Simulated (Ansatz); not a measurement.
ClH3Ti (SMILES [Cl][TiH3]) moved off its minimum; all values from Ansatz (a program for electronic structure), cores frozen in correlated methods.
(charge 0, multiplicity 1)
```xyz
5

Ti     0.5918    -0.2558     0.4857
Cl    -0.9873     0.3546    -0.7882
H      2.1163     0.2294    -0.1367
H      0.4522     0.4827     1.9899
H      0.6257    -1.8841     0.6520
```

Forces at MP2/def2-TZVPPD (eV/Å):

| atom | Fx | Fy | Fz |
|---|---|---|---|
| Ti1 | 1.142 | 0.513 | 0.363 |
| Cl2 | -0.836 | 0.304 | -0.676 |
| H3 | -0.174 | -0.039 | 0.001 |
| H4 | -0.084 | 0.085 | 0.228 |
| H5 | -0.047 | -0.863 | 0.083 |

**Question.** Give the forces (eV/Å), the total energy and the dipole at CCSD(T)/def2-TZVPPD.

**Answer.** 
```json
[
 {"atom": "Ti1", "Fx": "1.248", "Fy": "0.446", "Fz": "0.465"},
 {"atom": "Cl2", "Fx": "-1.069", "Fy": "0.393", "Fz": "-0.863"},
 {"atom": "H3", "Fx": "-0.052", "Fy": "-0.004", "Fz": "-0.042"},
 {"atom": "H4", "Fx": "-0.088", "Fy": "0.136", "Fz": "0.341"},
 {"atom": "H5", "Fx": "-0.039", "Fy": "-0.971", "Fz": "0.099"}
]
```
Energy -1310.0511 hartree, dipole 0.29 D.
